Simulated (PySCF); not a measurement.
# Nuclear quadrupole coupling in `FC(F)(F)[Si@@H]1CCCN1`

C4H8F3NSi.
Cartesian coordinates in Å at the PBE0-D3(BJ)/def2-SVP level; atoms count from 1:
```xyz
17
C4H8F3NSi angstrom
F      2.1385   -0.9518   -1.2674
C      2.3777   -0.0070   -0.3389
F      3.0106    1.0023   -0.9654
F      3.2501   -0.5331    0.5384
Si     0.7450    0.5840    0.5135
C     -0.3108   -0.8982    0.9870
C     -1.6964   -0.4987    0.4512
C     -1.5213    0.3087   -0.8372
N     -0.4004    1.2088   -0.6106
H      1.2033    1.5388    1.5644
H     -0.3240   -1.1492    2.0570
H      0.0841   -1.7763    0.4477
H     -2.2009    0.1392    1.1959
H     -2.3431   -1.3742    0.2830
H     -1.3442   -0.3756   -1.6918
H     -2.4416    0.8732   -1.0646
H     -0.2512    1.9427   -1.2902
```

Field gradients from the PBE0/pcSseg-1 density (PySCF, non-relativistic), principal values in atomic units, ordered |Vxx| ≤ |Vyy| ≤ |Vzz|:

```tsv
atom	Vxx	Vyy	Vzz
N9	0.3441	0.7058	-1.0499
```

Q: Find the asymmetry η = (Vxx − Vyy)/Vzz and the couplings χ = eQV/h (234.96 MHz × Q in barn × V in au), with Q(14N) = 0.02044 b.

A: 
```json
{"atom": "N9", "environment": "silicon-bound nitrogen", "nucleus": "14N", "η": "0.34", "χzz (MHz)": "-5.04", "χxx (MHz)": "1.65", "χyy (MHz)": "3.39"}
```

The tensor is traceless: Vxx + Vyy + Vzz = 0.

Q: What is Vzz at N9 in SI units (1 au = 9.71736 × 10²¹ V/m²)?

A: -1.0499 au = -10.202 × 10²¹ V/m².

Q: What couplings would deuterons (Q(2H) = 0.00286 b) have in place of the hydrogens, at this geometry?

A: 
```tsv
atom	bonded to	bond length (Å)	Vzz (au)	η	χzz (kHz)
H10	Si5	1.492	0.1381	0.00	93
H11	C6	1.099	0.2994	0.04	201
H12	C6	1.104	0.2878	0.03	193
H13	C7	1.103	0.2839	0.02	191
H14	C7	1.101	0.2892	0.02	194
H15	C8	1.109	0.2700	0.04	181
H16	C8	1.103	0.2815	0.05	189
H17	N9	1.011	0.4148	0.17	279
```

Isolated species at its PBE0-D3(BJ)/def2-SVP geometry (one conformer only). These gradients aren't converged with respect to the basis.

The run behind these numbers computed NMR shieldings as well. The run took 47 s on an Arm Neoverse N1 with one thread, on a shared host.
